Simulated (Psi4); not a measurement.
Input for Psi4: SAPT0/jun-cc-pV(D+d)Z on C4H4 (a complex), monomers drawn apart or pushed together.

```
memory 2025 MB

molecule dimer {
0 1
C     0.02740433   -0.06384661   -1.16162393
C    -0.01756274    0.00859907    0.03286184
H     0.06687761   -0.12775417   -2.22156615
H    -0.05588855    0.07136604    1.09553516
--
0 1
C    -0.35696782    0.50603866    3.53366084
C     0.34703136   -0.45854793    3.44941809
H    -0.98152102    1.36272900    3.61234388
H     0.97167344   -1.31555258    3.37440244
units angstrom
symmetry c1
no_reorient
no_com
}

set {
  basis jun-cc-pV(D+d)Z
  scf_type df
  freeze_core true
}

energy('sapt0')
```

Program output:

```
[...]
==> Input File <==

--------------------------------------------------------------------------
memory 2025 MB

molecule dimer {
0 1
C     0.02740433   -0.06384661   -1.16162393
C    -0.01756274    0.00859907    0.03286184
H     0.06687761   -0.12775417   -2.22156615
H    -0.05588855    0.07136604    1.09553516
--
0 1
C    -0.35696782    0.50603866    3.53366084
C     0.34703136   -0.45854793    3.44941809
H    -0.98152102    1.36272900    3.61234388
H     0.97167344   -1.31555258    3.37440244
units angstrom
symmetry c1
no_reorient
no_com
}

set {
  basis jun-cc-pV(D+d)Z
  scf_type df
  freeze_core true
}

energy('sapt0')
--------------------------------------------------------------------------


   => Loading Basis Set <=

    Name: JUN-CC-PV(D+D)Z
    Role: ORBITAL
    Keyword: BASIS
    atoms 1-2, 5-6 entry C          line   188 file jun-cc-pv_dpd_z.gbs
    atoms 3-4, 7-8 entry H          line    60 file jun-cc-pv_dpd_z.gbs

   => Loading Basis Set <=

    Name: JUN-CC-PV(D+D)Z
    Role: ORBITAL
    Keyword: BASIS
    atoms 1-2, 5-6 entry C          line   188 file jun-cc-pv_dpd_z.gbs
    atoms 3-4, 7-8 entry H          line    60 file jun-cc-pv_dpd_z.gbs


  //>>>>>>>>>>>>>>>>>>>>>>>>>>>>>>>>>>>//
  //              Dimer HF             //
  //<<<<<<<<<<<<<<<<<<<<<<<<<<<<<<<<<<<//

   => Libint2 <=

    Primary   basis highest AM E, G, H:  7, 6, 3
    Auxiliary basis highest AM E, G, H:  7, 7, 4
    Onebody   basis highest AM E, G, H:  -, -, -
    Solid Harmonics ordering:            Gaussian


   => Loading Basis Set <=

    Name: JUN-CC-PV(D+D)Z
    Role: ORBITAL
    Keyword: BASIS
    atoms 1-2, 5-6 entry C          line   188 file jun-cc-pv_dpd_z.gbs
    atoms 3-4, 7-8 entry H          line    60 file jun-cc-pv_dpd_z.gbs


         ---------------------------------------------------------
                                   SCF
               by Justin Turney, Rob Parrish, Andy Simmonett
                          and Daniel G. A. Smith
                              RHF Reference
                        1 Threads,   1931 MiB Core
         ---------------------------------------------------------

  ==> Geometry <==

    Molecular point group: c1
    Full point group: C1

    Geometry (in Angstrom), charge = 0, multiplicity = 1:

       Center              X                  Y                   Z               Mass
    ------------   -----------------  -----------------  -----------------  -----------------
         C            0.027404330000    -0.063846610000    -1.161623930000    12.000000000000
         C           -0.017562740000     0.008599070000     0.032861840000    12.000000000000
         H            0.066877610000    -0.127754170000    -2.221566150000     1.007825032230
         H           -0.055888550000     0.071366040000     1.095535160000     1.007825032230
         C           -0.356967820000     0.506038660000     3.533660840000    12.000000000000
         C            0.347031360000    -0.458547930000     3.449418090000    12.000000000000
         H           -0.981521020000     1.362729000000     3.612343880000     1.007825032230
         H            0.971673440000    -1.315552580000     3.374402440000     1.007825032230

  Running in c1 symmetry.

  Rotational constants: A =      1.19241  B =      0.04962  C =      0.04764 [cm^-1]
  Rotational constants: A =  35747.44142  B =   1487.70157  C =   1428.28542 [MHz]
  Nuclear repulsion =   75.836008927777698

  Charge       = 0
  Multiplicity = 1
  Electrons    = 28
  Nalpha       = 14
  Nbeta        = 14

  ==> Algorithm <==

  SCF Algorithm Type is DF.
  DIIS enabled.
  MOM disabled.
  Fractional occupation disabled.
  Guess Type is SAD.
  Energy threshold   = 1.00e-08
  Density threshold  = 1.00e-08
  Integral threshold = 1.00e-12

  ==> Primary Basis <==

  Basis Set: JUN-CC-PV(D+D)Z
    Blend: JUN-CC-PV(D+D)Z
    Number of shells: 44
    Number of basis functions: 92
    Number of Cartesian functions: 96
    Spherical Harmonics?: true
    Max angular momentum: 2

   => Loading Basis Set <=

    Name: (JUN-CC-PV(D+D)Z AUX)
    Role: JKFIT
    Keyword: DF_BASIS_SCF
    atoms 1-2, 5-6 entry C          line   146 file jun-cc-pvdz-jkfit.gbs
    atoms 3-4, 7-8 entry H          line    70 file jun-cc-pvdz-jkfit.gbs

  ==> Integral Setup <==

  DFHelper Memory: AOs need 0.028 GiB; user supplied 1.414 GiB.
  SCF_SUBTYPE=INCORE selected. In-core MEM_DF algorithm will be used.
  Using in-core AOs.

  ==> MemDFJK: Density-Fitted J/K Matrices <==

    J tasked:                   Yes
    K tasked:                   Yes
    wK tasked:                   No
    OpenMP threads:               1
    Algorithm:                 Core
    Schwarz Cutoff:           1E-12
    Mask sparsity (%):       2.6465
    Fitting Condition:        1E-10

   => Auxiliary Basis Set <=

  Basis Set: (JUN-CC-PV(D+D)Z AUX)
    Blend: JUN-CC-PVDZ-JKFIT
    Number of shells: 144
    Number of basis functions: 408
    Number of Cartesian functions: 464
    Spherica
[...]
5950
      89A      5.256247    90A      6.132084    91A     18.511318
      92A     18.587960

    Final Occupation by Irrep:
              A
    DOCC [     7 ]
    NA   [     7 ]
    NB   [     7 ]

  @DF-RHF Final Energy:   -76.82780798801035

   => Energetics <=

    Nuclear Repulsion Energy =             24.8550939950889074
    One-Electron Energy =                -151.7480756214766302
    Two-Electron Energy =                  50.0651736383773738
    Total Energy =                        -76.8278079880103490

Computation Completed


Properties will be evaluated at   0.000000,   0.000000,   0.000000 [a0]

Properties computed using the SCF density matrix


 Multipole Moments:

 ------------------------------------------------------------------------------------
     Multipole            Electronic (a.u.)      Nuclear  (a.u.)        Total (a.u.)
 ------------------------------------------------------------------------------------

 L = 1.  Multiply by 2.5417464519 to convert [e a0] to [Debye]
 Dipole X            :          0.1311273           -0.1312724           -0.0001450
 Dipole Y            :         -0.6275358            0.6276174            0.0000816
 Dipole Z            :        -92.3818531           92.3796772           -0.0021759
 Magnitude           :                                                    0.0021823

 ------------------------------------------------------------------------------------

  Constructing Basis Sets for SAPT...

   => Loading Basis Set <=

    Name: (JUN-CC-PV(D+D)Z AUX)
    Role: RIFIT
    Keyword: DF_BASIS_SAPT
    atoms 1-2, 5-6 entry C          line   100 file jun-cc-pvdz-ri.gbs
    atoms 3-4, 7-8 entry H          line    30 file jun-cc-pvdz-ri.gbs

   => Loading Basis Set <=

    Name: (JUN-CC-PV(D+D)Z AUX)
    Role: JKFIT
    Keyword: DF_BASIS_ELST
    atoms 1-2, 5-6 entry C          line   146 file jun-cc-pvdz-jkfit.gbs
    atoms 3-4, 7-8 entry H          line    70 file jun-cc-pvdz-jkfit.gbs


  //>>>>>>>>>>>>>>>>>>>>>>>>>>>>>>>>>>>//
  //               SAPT0               //
  //<<<<<<<<<<<<<<<<<<<<<<<<<<<<<<<<<<<//



        SAPT0
    Ed Hohenstein
     6 June 2009

      Orbital Information
  --------------------------
    NSO        =        92
    NMO        =        92
    NRI        =       316
    NRI (Elst) =       408
    NOCC A     =         7
    NOCC B     =         7
    FOCC A     =         2
    FOCC B     =         2
    NVIR A     =        85
    NVIR B     =        85

    Elst10,r            =    -0.005568815341 [Eh]
    Exch10              =     0.008815719216 [Eh]
    Exch10 (S^2)        =     0.008746416803 [Eh]

    Maxiter = 50
    CPHF R converge = 1.000000E-08

    Iter     Energy [mEh]          dE [mEh]         Residual      Time [s]
       1      -0.36406001       0.364060007     3.696046e-03             0
       2      -0.38931378       0.025253769     1.277900e-03             0
       3      -0.41918243       0.029868654     1.686531e-04             0
       4      -0.41784100      -0.001341426     8.197029e-05             0
       5      -0.41782769      -0.000013314     3.802058e-05             0
       6      -0.41806924       0.000241550     1.159189e-05             0
       7      -0.41800990      -0.000059336     1.696198e-06             0
       8      -0.41801386       0.000003955     2.522478e-07             0
       9      -0.41801396       0.000000106     5.727680e-08             0
      10      -0.41801384      -0.000000124     1.043876e-08             0
      11      -0.41801386       0.000000023     2.663086e-09             0

    CHF Iterations converged

    Maxiter = 50
    CPHF R converge = 1.000000E-08

    Iter     Energy [mEh]          dE [mEh]         Residual      Time [s]
       1      -1.67556293       1.675562927     6.841626e-03             0
       2      -2.15991648       0.484353552     1.505845e-03             0
       3      -2.16913969       0.009223211     3.700845e-04             0
       4      -2.16190946      -0.007230229     1.115149e-04             0
       5      -2.16141680      -0.000492660     3.953235e-05             0
       6      -2.16207961       0.000662806     1.976944e-05             1
       7      -2.16209573       0.000016121     1.023294e-05             1
       8      -2.16196023      -0.000135500     1.982754e-06             1
       9      -2.16198152       0.000021294     2.233814e-07             1
      10      -2.16198041      -0.000001108     3.965845e-08             1
      11      -2.16198052       0.000000105     6.840096e-09             1

    CHF Iterations converged

    Ind20,r (A<-B)      =    -0.000418013863 [Eh]
    Ind20,r (B<-A)      =    -0.002161980520 [Eh]
    Ind20,r             =    -0.002579994383 [Eh]
    Exch-Ind20,r (A<-B) =     0.000296361819 [Eh]
    Exch-Ind20,r (B<-A) =     0.001573123350 [Eh]
    Exch-Ind20,r        =     0.001869485169 [Eh]
    Disp20              =    -0.003133639556 [Eh]
    Disp20 (SS)         =    -0.001566819778 [Eh]
    Disp20 (OS)         =    -0.001566819778 [Eh]
    Exch-Disp20         =     0.000503077269 [Eh]
    Exch-Disp20 (SS)    =     0.000305575804 [Eh]
    Exch-Disp20 (OS)    =     0.000197501464 [Eh]

    SAPT Results
  --------------------------------------------------------------------------------------------------------
    Electrostatics                 -5.56881534 [mEh]      -3.49448438 [kcal/mol]     -14.62092266 [kJ/mol]
      Elst10,r                     -5.56881534 [mEh]      -3.49448438 [kcal/mol]     -14.62092266 [kJ/mol]

    Exchange                        8.81571922 [mEh]       5.53194733 [kcal/mol]      23.14566761 [kJ/mol]
      Exch10                        8.81571922 [mEh]       5.53194733 [kcal/mol]      23.14566761 [kJ/mol]
      Exch10(S^2)                   8.74641680 [mEh]       5.48845941 [kcal/mol]      22.96371415 [kJ/mol]

    Induction                      -1.83238088 [mEh]      -1.14983636 [kcal/mol]      -4.81091535 [kJ/mol]
      Ind20,r                      -2.57999438 [mEh]      -1.61897092 [kcal/mol]      -6.77377432 [kJ/mol]
      Exch-Ind20,r                  1.86948517 [mEh]       1.17311965 [kcal/mol]       4.90833264 [kJ/mol]
      delta HF,r (2)               -1.12187167 [mEh]      -0.70398510 [kcal/mol]      -2.94547366 [kJ/mol]

    Dispersion                     -2.63056229 [mEh]      -1.65070276 [kcal/mol]      -6.90654033 [kJ/mol]
      Disp20                       -3.13363956 [mEh]      -1.96638851 [kcal/mol]      -8.22736952 [kJ/mol]
      Exch-Disp20                   0.50307727 [mEh]       0.31568575 [kcal/mol]       1.32082919 [kJ/mol]
      Disp20 (SS)                  -1.56681978 [mEh]      -0.98319425 [kcal/mol]      -4.11368476 [kJ/mol]
      Disp20 (OS)                  -1.56681978 [mEh]      -0.98319425 [kcal/mol]      -4.11368476 [kJ/mol]
      Exch-Disp20 (SS)              0.30557580 [mEh]       0.19175171 [kcal/mol]       0.80228916 [kJ/mol]
      Exch-Disp20 (OS)              0.19750146 [mEh]       0.12393404 [kcal/mol]       0.51854002 [kJ/mol]

  Total HF                          1.41452299 [mEh]       0.88762658 [kcal/mol]       3.71382960 [kJ/mol]
  Total SAPT0                      -1.21603930 [mEh]      -0.76307618 [kcal/mol]      -3.19271073 [kJ/mol]

  Special recipe for scaled SAPT0 (see Manual):
    Electrostatics sSAPT0          -5.56881534 [mEh]      -3.49448438 [kcal/mol]     -14.62092266 [kJ/mol]
    Exchange sSAPT0                 8.81571922 [mEh]       5.53194733 [kcal/mol]      23.14566761 [kJ/mol]
    Induction sSAPT0               -1.78758913 [mEh]      -1.12172911 [kcal/mol]      -4.69331461 [kJ/mol]
    Dispersion sSAPT0              -2.61850886 [mEh]      -1.64313911 [kcal/mol]      -6.87489405 [kJ/mol]
  Total sSAPT0                     -1.15919411 [mEh]      -0.72740529 [kcal/mol]      -3.04346372 [kJ/mol]
  --------------------------------------------------------------------------------------------------------



*** Psi4 exiting successfully. Buy a developer a beer!
```

The run finished.

Cost: around 7 core-seconds (rough).
